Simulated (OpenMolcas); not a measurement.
V2+ in SrF2: curves along the breathing mode

V2+ with its 8 nearest fluoride ions, on the Sr site of SrF2 (a = 5.796 Å, distance in the model lattice 2.510 Å). The rest of the host is ab initio model potentials to 7.6 Å and point charges beyond; the distance is set by hand and nothing relaxes. Ligand basis ANO-RCC-VDZP.

```json
{
 "Program": "OpenMolcas",
 "Method": "CASSCF",
 "Basis": "ANO-RCC-VDZP [5s4p2d1f]",
 "Scalar Hamiltonian": "DKH2, point nucleus",
 "Active space": "3 electrons in 5 orbitals (3d)",
 "State averaging": "2S+1 = 4 even, 10 roots; 2S+1 = 2 even, 40 roots",
 "Spin-orbit coupling": "RASSI with atomic mean-field integrals over the reference wave functions"
}
```

Spin-free energies (labels of O, the rotations of Oh) in cm-1 above the lowest fitted minimum, as all ligands move together:

| R (Å) | 4T1 | 4T2 | 4A2 | 2E | 2T2 | 2T1 | 4T1(2) |
| --- | --- | --- | --- | --- | --- | --- | --- |
| 2.174 | 5200 | 11560 | 19190 | 14850 | 20690 | 20900 | 24920 |
| 2.225 | 1460 | 6990 | 13660 | 11990 | 16930 | 17190 | 20450 |
| 2.277 | 30 | 4830 | 10670 | 11320 | 15470 | 15770 | 18380 |
| 2.328 | 680 | 4880 | 10010 | 12600 | 16090 | 16420 | 18510 |
| 2.379 | 3130 | 6820 | 11340 | 15580 | 18490 | 18850 | 20520 |
| 2.43 | 7180 | 10430 | 14430 | 20070 | 22490 | 22880 | 24200 |
| 2.482 | 12780 | 15660 | 19210 | 26050 | 28050 | 28450 | 29480 |

Cubic fits give the following; the wavenumber is harmonic, with the mass of all moving ligands, small differences in it between states hang on the degree of the fit, a number in brackets counts states of one label, and the table is a selection of at most 14 states with clean curves.

| State | R0 (Å) | Breathing mode (cm-1) | Minimum (cm-1) |
| --- | --- | --- | --- |
| 4T1 | 2.286 | 413 | 0 |
| 4T2 | 2.301 | 417 | 4590 |
| 4A2 | 2.319 | 419 | 9960 |
| 2E | 2.268 | 409 | 11290 |
| 2T2 | 2.287 | 412 | 15430 |
| 2T1 | 2.286 | 412 | 15740 |
| 4T1(2) | 2.299 | 417 | 18180 |
| 2A1 | 2.302 | 417 | 19440 |
| 2T1(2) | 2.288 | 413 | 19900 |
| 2T2(2) | 2.297 | 417 | 21960 |
| 2T1(3) | 2.301 | 417 | 22990 |
| 2E(2) | 2.304 | 415 | 24770 |
| 2T2(3) | 2.307 | 416 | 27020 |
| 2E(3) | 2.315 | 422 | 27310 |

The minimum of 4T2 is shifted by +0.0156 Å against 4T1 (from the unrounded fits). With M = 152.0 u for the moving shell, the Huang-Rhys factor in this mode is S = M ω ΔR² / 2ħ = 0.01483 × 152.0 × 413 × 0.0156² = 0.23. Only the first shell moves, against a rigid host.

An orbital triplet at a regular site is open to Jahn-Teller coupling, which can distort the site and quench the lowest spin-orbit gaps and is left out. Without dynamic correlation the repulsion within the d shell is too large (B by tens of per cent), so at a given field states of lower spin stand too high. Ligand-to-metal charge-transfer states are missing. With no ligand orbital active B as a rule stays too high, so bands that hang on it stand too high and its fall with covalency is understated. With metal d orbitals alone and no dynamic correlation 10Dq can be off by a tenth to a fifth, either way, in oxide and fluoride hosts. No measured value stands beside these numbers.
